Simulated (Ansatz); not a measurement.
Basis-set extrapolation for `CBCC(O)=S` (PBE0-D4/def2-TZVP geometry, frozen core, Ansatz 0.2.0). Multiplicity 1, RHF reference.

```
                      def2-TZVPP   def2-QZVPP
                 HF  -614.841190  -614.862524
    MP2 correlation    -1.012160    -1.084930
CCSD(T) correlation    -1.109223      not run
```

Energies in hartree. Use E(X) = E(∞) + A·exp(−7.88·√X) for Hartree–Fock and E(X) = E(∞) + B·X^(−2.97) for correlation, with X = 3 and 4, and add CCSD(T) minus MP2 of the smaller set to the MP2 limit.

What is the CCSD(T) energy at the basis-set limit?

HF limit: -614.862524 + (-0.021334) × 0.13774 = -614.86546. MP2 limit: -1.084930 + (-0.072770) × 0.74074 = -1.13883. Higher-order term: -1.109223 − (-1.012160) = -0.09706. Total: -616.10135 hartree, 94.7 kcal/mol below CCSD(T)/def2-TZVPP.
